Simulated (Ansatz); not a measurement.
The cluster LiB₇⁻, relaxed as a doublet with UKS B3LYP-D4/def2-SVPD in Ansatz, starting from the GFN2-xTB geometry. Force threshold 0.02 eV/Å.

Another isomer (doublet) lies 1.10 eV lower at PBE0-D4/def2-TZVPD; other spin states weren't run for this one.

Start:

Cartesian coordinates in Å:
```
Li 3.069 1.594 1.085
B -1.963 -1.293 0.497
B 0.542 0.133 0.807
B -2.043 -0.994 -0.971
B 0.440 0.493 -1.011
B -0.728 -0.705 1.136
B 1.560 0.954 -0.061
B -0.876 -0.183 -1.482
```

| step | energy (eV) | largest force component (eV/Å) | SCF passes |
| --- | --- | --- | --- |
| 1 | -4928.8467 | 1.679 | 25 |
| 2 | -4929.1010 | 0.567 | 35 |
| 3 | -4929.2350 | 0.495 | 79 |
| 4 | -4929.4705 | 0.893 | 48 |
| 5 | -4929.6605 | 1.664 | 43 |
| 6 | -4929.8828 | 1.344 | 35 |
| 7 | -4930.1357 | 1.041 | 33 |
| 8 | -4930.4327 | 0.796 | 32 |
| 9 | -4930.7164 | 1.355 | 31 |
| 10 | -4930.9931 | 0.835 | 35 |
| 11 | -4931.0378 | 0.571 | 31 |
| 12 | -4931.0379 | 0.413 | 32 |
| 13 | -4931.0554 | 0.257 | 29 |
| 14 | -4931.0588 | 0.031 | 27 |
| 15 | -4931.0589 | 0.021 | 29 |
| 16 | -4931.0589 | 0.007 | 20 |

Force components are those of the run's own axes.

End:

```csv
atom,x (Å),y (Å),z (Å)
Li1,2.126,0.923,1.583
B2,-2.021,-1.436,0.988
B3,0.575,0.309,0.161
B4,-1.852,-1.006,-0.475
B5,0.686,0.733,-1.430
B6,-0.687,-0.571,0.705
B7,1.806,1.191,-0.471
B8,-0.633,-0.143,-1.060
```

Bonds formed: Li1–B3, B3–B8, B4–B6, B6–B8 (atoms count from 1).

No frequencies were taken in this run, so the end may be a saddle point.

Run time 66 s (4 threads of Arm Neoverse V1 on a shared host), peak host memory 0.61 GiB.
